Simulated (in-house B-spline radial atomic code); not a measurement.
Results of a calculation; reference values are marked as such.
Correlation energy from the adiabatic connection: −Z exp(−kr)/r, Z = 2.35, k = 0.292

Two electrons in a singlet, external potential −Z exp(−kr)/r, Z = 2.35, k = 0.292 (atomic units). Full CI in B-splines (partial waves to l = 8, correlation up to 0.6 % small) with the density held fixed gives W(λ) = <V_ee>_λ − U, and E_c is the integral of W(λ) − W(0) from 0 to 1.

```
   λ  W(λ) − W(0) (hartree)
   0                0.00000
0.02               -0.00192
0.05               -0.00477
0.12               -0.01130
0.25               -0.02299
 0.4               -0.03580
 0.6               -0.05186
 0.8               -0.06684
   1               -0.08085
```

Task: Integrate the table by the trapezoid rule.

Result: The strips give -0.00002, -0.00010, -0.00056, -0.00223, -0.00441, -0.00877, -0.01187, -0.01477, which sum to -0.04273 hartree. The direct value, W(1) − W(0) + T_c with T_c = 0.03806, is -0.04279; the curve is convex, so chords lie above it and the trapezoids fall short in size by 0.16 %.

Task: Now use only three numbers: W(0) = -1.2181, the initial slope W'(0) = -0.09633 (extrapolated from the first points) and the strong-coupling limit of the point-charge-plus-continuum model, W∞ = -1.7384. What do second-order theory and the interpolation W(λ) = W∞ + (W(0) − W∞)/√(1 + 2χλ) of Seidl, Perdew and Levy give?

Result: Second order keeps the slope alone: E_c = W'(0)/2 = -0.04816, +13 % in size against -0.04279. Matching the slope fixes χ = W'(0)/(W∞ − W(0)) = -0.09633/(-0.52030) = 0.18514. Integrating, with s = √(1 + 2χ) = 1.170592, E_c = −(W(0) − W∞)(s − 1)/(s + 1) = −0.52030 × 0.170592/2.170592 = -0.04089 hartree, -4.4 % in size against the full result. At λ = 1 the formula gives W − W(0) = -0.07582 against -0.08085. Part of the miss can come from the model's W∞.
